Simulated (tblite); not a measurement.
Species: C5H7F3N (doublet state).
SMILES with atom numbers: `[NH2:1][CH2:2][C:3]([F:4])([F:5])/[CH:6]=[C:7]\[CH2:8][F:9]` (hydrogens: H10, H11 on N1; H12, H13 on C2; H14 on C6; H15, H16 on C8)

Cartesian coordinates in Å at the GFN2-xTB level; atoms count from 1:
```xyz
16
C5H7F3N angstrom
N     -2.0834    0.6222   -1.4820
C     -1.0423    0.8592   -0.5196
C     -0.7957   -0.3412    0.4213
F     -1.9592   -0.6599    1.0629
F     -0.4995   -1.4469   -0.3168
C      0.2917   -0.0729    1.4624
C      1.5634   -0.2042    1.2663
C      2.5368   -0.4734    0.2245
F      2.1401    0.0134   -1.0186
H     -1.8360   -0.1385   -2.1049
H     -2.9618    0.3978   -1.0269
H     -1.3127    1.7184    0.0991
H     -0.1075    1.0685   -1.0429
H     -0.1269    0.2091    2.4189
H      3.4980    0.0112    0.4380
H      2.6876   -1.5538    0.1069
```

Calculated harmonic vibrations of the isolated species, GFN2-xTB (tblite), most abundant isotopes, no scaling. The method is semi-empirical: single wavenumbers can be off by several per cent or more. One conformer, not necessarily the lowest. Open shells enter through the occupations alone, without spin polarisation, and single modes of such species can be off by tens of per cent.

Harmonic wavenumbers (cm⁻¹): 50.5, 58.1, 67.1, 104.6, 164.6, 229.3, 277.4, 289.8, 364.0, 388.8, 435.6, 475.2, 551.3, 650.8, 739.8, 764.6, 858.1, 911.8, 926.9, 929.9, 956.5, 990.7, 1022.5, 1111.7, 1131.7, 1139.8, 1174.7, 1214.2, 1278.3, 1288.7, 1304.8, 1387.0, 1437.3, 1550.3, 1788.9, 2900.3, 2916.2, 2981.3, 3004.8, 3039.1, 3394.9, 3428.8.

A = 2501, B = 1139, C = 944.3 MHz; mass 138.053 u (most abundant isotopes); point group C1, symmetry number 1; spin multiplicity 2.

Question: Zero-point energy?

Answer: ½Σν̃ = 24840 cm⁻¹ = 297.16 kJ/mol.

Question: Entropy at 500 K, 1 bar (ideal gas, RRHO, classical rotation)?

Answer: Translation 181.06, rotation 128.50, vibration 207.85, spin (R ln 2) 5.76: S = 523.2 J/(mol K).

Question: And Cp and H(500 K) − H(0)?

Answer: Cp = 220.38 J/(mol K), of which vibrations give 187.12 (their classical limit is 42 R = 349.2); H(500 K) − H(0) = 67.65 kJ/mol without the zero-point energy, 51.02 from vibrations.

Question: What must be added to the electronic energy to get the Gibbs energy at 500 K and 1 bar?

Answer: ZPE + [H(500 K) − H(0)] − T·S = 297.16 + 67.65 − 261.58 = 103.23 kJ/mol.

Question: Which modes carry the vibrational entropy at 500 K?

Answer: 50.5 cm⁻¹: 24.36; 58.1 cm⁻¹: 23.20; 67.1 cm⁻¹: 22.00; 104.6 cm⁻¹: 18.33; 164.6 cm⁻¹: 14.61; 229.3 cm⁻¹: 11.92 J/(mol K); the other 36 give 93.44 together.

Question: How do the functions run with temperature in this model?

Answer: 
```json
{"T (K)": "150", "S (J/(mol K))": "340.5", "Cp (J/(mol K))": "100.4", "H − H(0) (kJ/mol)": "10.30", "G − H(0) (kJ/mol)": "-40.77", "ln q(vib)": "3.59"}
{"T (K)": "250", "S (J/(mol K))": "400.5", "Cp (J/(mol K))": "137.8", "H − H(0) (kJ/mol)": "22.20", "G − H(0) (kJ/mol)": "-77.92", "ln q(vib)": "6.34"}
{"T (K)": "298.15", "S (J/(mol K))": "426.3", "Cp (J/(mol K))": "155.9", "H − H(0) (kJ/mol)": "29.27", "G − H(0) (kJ/mol)": "-97.83", "ln q(vib)": "7.61"}
{"T (K)": "400", "S (J/(mol K))": "477.2", "Cp (J/(mol K))": "191.5", "H − H(0) (kJ/mol)": "47.01", "G − H(0) (kJ/mol)": "-143.88", "ln q(vib)": "10.23"}
{"T (K)": "600", "S (J/(mol K))": "565.5", "Cp (J/(mol K))": "243.5", "H − H(0) (kJ/mol)": "90.89", "G − H(0) (kJ/mol)": "-248.39", "ln q(vib)": "15.14"}
{"T (K)": "900", "S (J/(mol K))": "673.9", "Cp (J/(mol K))": "290.1", "H − H(0) (kJ/mol)": "171.58", "G − H(0) (kJ/mol)": "-434.92", "ln q(vib)": "21.85"}
```

q(vib) and H(0) count from the zero-point level.

Question: Blend soft modes into free rotors: weight 1/[1 + (100 cm⁻¹/ν̃)⁴] for the oscillator and the rest for a rotor with moment μB/(μ + B), μ = h/(8π²ν), B = 10⁻⁴⁴ kg m². What vibrational entropy results?

Answer: 187.17 J/(mol K) in place of 207.85, which changes −T·S at 500 K by +10.34 kJ/mol.

Hindered rotation and anharmonicity are outside this model. Other conformers, if any are populated, would add a mixing term that is left out. The structure is chiral; the term R ln 2 for an equal mix with its mirror image is left out.
